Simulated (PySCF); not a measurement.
Computed IR spectrum (relative IR intensity) of a molecule C3H8BNO. Geometry: PBE0-D3(BJ)/def2-SVP. One conformer was computed; it need not be the lowest. These are PBE0-D3(BJ)/def2-SVP in PySCF values and carry that method's errors. No scaling factor is applied to the harmonic values.

| ν (cm⁻¹) | relative intensity |
|---|---|
| 348 | 3.7 |
| 393 | 6.2 |
| 421 | 7.1 |
| 426 | 18 |
| 472 | 43 |
| 529 | 38 |
| 622 | 15 |
| 650 | 5.5 |
| 838 | 3.6 |
| 888 | 13 |
| 924 | 17 |
| 1010 | 52 |
| 1034 | 5.0 |
| 1064 | 4.4 |
| 1357 | 66 |
| 1407 | 3.4 |
| 1442 | 9.5 |
| 1445 | 100 |
| 1597 | 95 |
| 1731 | 11 |
| 3055 | 4.9 |
| 3116 | 2.0 |
| 3147 | 6.7 |
| 3254 | 4.4 |
| 3626 | 12 |
| 3736 | 16 |
| 3919 | 17 |

**Question.** Which molecule gave these data?
A) C=CB(N)OC
B) C[C@H]1COB1N
C) C=CCB(N)O
D) OB1CCCN1

**Answer.** C, C=CCB(N)O
